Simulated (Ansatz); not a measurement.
Species: InF2, net charge 1, singlet state. 
Structure (B3LYP-D3(BJ)/def2-TZVP (Ansatz, a quantum-chemistry and plane-wave program) minimum search):
```
In
F 1 1.8552
F 1 1.8552 2 180.00
```
Charge +1, spin multiplicity 1.

Basis-set convergence of Hartree-Fock and CCSD(T) correlation energies (hartree) with Ansatz. Cores are frozen in the correlated levels unless marked. No spin-orbit coupling. The frozen core is the preceding noble-gas configuration, with the filled d and f shells of earlier blocks. Past Kr the def2 sets carry scalar-relativistic core potentials.

| basis | functions | E(HF) | E(corr, CCSD(T)) | rough core time |
|---|---|---|---|---|
| def2-SVP | 54 | -387.63357 | -0.43558 | under 20 s |
| def2-TZVPP | 112 | -387.90857 | -0.57437 | under 20 s |
| def2-QZVPP | 196 | -387.92134 | -0.62497 | 22 s |

Extrapolating the two largest sets (X = 3 and 4) as X^-3: E(corr) = (64·(-0.62497) - 27·(-0.57437))/37 = -0.6619 Eh, an estimate of the basis-set limit. The largest set recovers 94.4 % of it, the smallest 65.8 %.
